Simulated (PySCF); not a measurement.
# What a mistake does to a calculation on CClGeH2O anion

These are calculations, not measurements. They come from PySCF 2.14.0, an open-source quantum chemistry program, on an isolated molecule that a program drew, which may never have been made. The molecule is CClGeH2O anion (charge -1, singlet), drawn as the SMILES string `[O-][CH]=[GeH][Cl]`.

Each row is a Hartree-Fock (HF) and frozen-core CCSD(T) single point in the aug-cc-pV(D+d)Z basis, meant for a local HF minimum. Run 1 is clean. Each other run has one planted mistake out of seven kinds, and not every kind appears here: one electron removed, one electron added, multiplicity raised by two, geometry at a saddle point, minimal basis STO-3G, one bond length entered in bohr, all coordinates scaled. The reference is restricted for singlets and unrestricted otherwise, and also for a bond in bohr. Adding or removing an electron swaps singlet and doublet. Electrons count all cores. HOMO and LUMO are orbital energies over both spins, the gradient is its largest component, and the lowest frequency (negative if imaginary) is given only where the gradient is small. Bond lengths are over the 5 bonds as drawn. T1 is the CCSD diagnostic: over 0.02 (restricted) or 0.045 (unrestricted) a single reference is doubtful. Germanium has the aug-cc-pVDZ-PP basis, with a core potential (ECP10MDF) in place of its 10 inner electrons, and its 3s, 3p and 3d shells are frozen in CCSD(T).

Geometry of the clean run:
```xyz
6
CClGeH2O anion, angstrom
O    -0.7032    1.5749    1.2473
C    -0.3755    0.4482    1.0037
Ge    1.1743   -0.3682   -0.0631
Cl    1.5754    1.3654   -1.6170
H    -0.9567   -0.3717    1.5235
H     0.1334   -1.1499   -0.9850
```

| run | electrons | basis functions | <S^2> | HOMO (eV) | LUMO (eV) | gradient (hartree/bohr) | lowest frequency (cm^-1) | mean bond (Å) | longest bond (Å) | T1 | HF (hartree) | CCSD(T) (hartree) | mistake |
|---|---|---|---|---|---|---|---|---|---|---|---|---|---|
| 1 | 66 | 128 | 0.000 | -3.53 | 3.74 | 8.3e-06 | 104 | 1.6677 | 2.362 | 0.0175 | -866.85089 | -867.49038 | no fault |
| 2 | 66 | 128 | 0.967 | -1.94 | 3.34 | 5.5e-02 | - | 2.0326 | 3.876 | 0.0318 | -866.78961 | -867.40875 | one bond length entered in bohr |
| 3 | 66 | 128 | 2.027 | -0.11 | 3.27 | 3.9e-02 | - | 1.6677 | 2.362 | 0.0584 | -866.74759 | -867.38595 | multiplicity raised by two |
| 4 | 65 | 128 | 0.808 | -10.38 | -1.58 | 5.1e-02 | - | 1.6677 | 2.362 | 0.0313 | -866.75865 | -867.38036 | one electron removed |
| 5 | 66 | 128 | 0.000 | -4.25 | 3.62 | 1.3e-01 | - | 1.8077 | 2.561 | 0.0206 | -866.81857 | -867.47520 | ? |
| 6 | 66 | 128 | 0.000 | -1.43 | 4.11 | 3.8e-05 | -787 | 1.5931 | 2.256 | 0.0214 | -866.78203 | -867.43737 | ? |

**Which mistake was planted in run 5, and what did it cost?**

The mean and the longest bond both change by the same factor, 1.084, and the gradient is no longer small. So the mistake is: all coordinates scaled. Subtracting run 1 and multiplying by 627.51 kcal/mol a hartree, the energy moved by 20.3 kcal/mol in HF and 9.5 kcal/mol in CCSD(T).

**Which mistake was planted in run 6, and what did it cost?**

The gradient is small, so the point is stationary, but the lowest frequency is imaginary (-787 cm^-1). So the mistake is: geometry at a saddle point. Subtracting run 1 and multiplying by 627.51 kcal/mol a hartree, the energy moved by 43.2 kcal/mol in HF and 33.3 kcal/mol in CCSD(T).

Cautions from the logs. Run 3: T1 is over the limit, so its CCSD(T) energy is less reliable; run 5: T1 is over the limit, so its CCSD(T) energy is less reliable; run 6: T1 is over the limit, so its CCSD(T) energy is less reliable.
